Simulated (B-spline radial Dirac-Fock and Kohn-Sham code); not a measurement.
# How the binding energies of Xe⁺ add up

System: xenon as Xe⁺, configuration [Kr] 4d10 5s2 5p5; nuclear rms radius 4.7859 fm (A = 132).

Input file task.json (cfg lists n, l and occupation; rrms is the nuclear radius in fm):

```json
{"items": [{
  "Z": 54,
  "q": 1,
  "cfg": [[1, 0, 2], [2, 0, 2], [2, 1, 6], [3, 0, 2], [3, 1, 6], [3, 2, 10], [4, 0, 2], [4, 1, 6], [4, 2, 10], [5, 0, 2], [5, 1, 5]],
  "A": 132,
  "rrms": 4.7859,
  "do": ["binding"]
}]}
```

Run with: `python xray_run.py task.json out`

Calculated with a radial B-spline solver, using multi-electron Dirac-Fock with separately optimised hole states, Breit and Lamb-shift corrections added in first order. Electron correlation is not included. Energies are counted from the vacuum level. Subshells whose hole state is unreliable or did not converge are left out.

All terms are in eV, carry their sign (relaxation lowers the binding energy) and add up to the binding energy; ⟨r⟩ is the mean radius of the orbital in the initial state.

```
subshell  −ε (Koopmans)  relaxation   Breit     QED  binding energy  ⟨r⟩ (bohr)
      1s        34766.2      -68.14  -81.71  -41.70               ?       0.027
      2s         5519.5      -36.50   -7.82   -5.29          5469.9       0.114
   2p1/2         5171.6      -40.18  -13.17    0.37          5118.6       0.096
   2p3/2         4845.8      -38.75   -8.61   -0.23          4798.2       0.102
      3s         1180.5      -15.93   -1.13   -1.09          1162.4       0.305
   3p1/2         1034.9      -16.50   -2.05    0.07          1016.4       0.295
   3p3/2          971.4      -15.90   -1.17   -0.04           954.3       0.307
   3d3/2          718.3      -17.62   -0.64    0.11           700.1       0.278
   3d5/2          705.1      -17.38   -0.29    0.07           687.5       0.281
      4s          239.5       -5.62   -0.16   -0.22           233.5       0.717
   4p1/2          185.6       -5.39   -0.32    0.02           180.0       0.748
   4d3/2          83.84       -4.59   -0.01    0.03           79.27       0.869
   4d5/2          81.74       -4.50    0.04    0.02           77.30       0.879
      5s          36.31       -0.78   -0.01   -0.03           35.48       1.860
      5p          21.48       -0.60   -0.01    0.00           20.87       2.227
```

Task: Which binding energy belongs in the row of 1s?

Result: 34574.6 eV, the sum of the terms in that row (to rounding).

For the deepest level, K (1s), the Breit terms make up -0.236 % of the binding energy, QED -0.121 % and orbital relaxation -0.197 %.

Going to the tabulated ground configuration of the next ion removes an electron from O2,3 (5p), computed at 20.87 eV. NIST lists 20.975 eV as the ionisation energy of this species (semi-empirical), +0.10 eV from the computed value. Where a p, d or f shell is open in either ion the computed value averages over both j values and all terms, while the table refers to the lowest levels; that difference holds spin-orbit splitting (largest in heavy or highly charged ions), term energies where several electrons share open shells, and correlation, and it can reach 10 % or more.
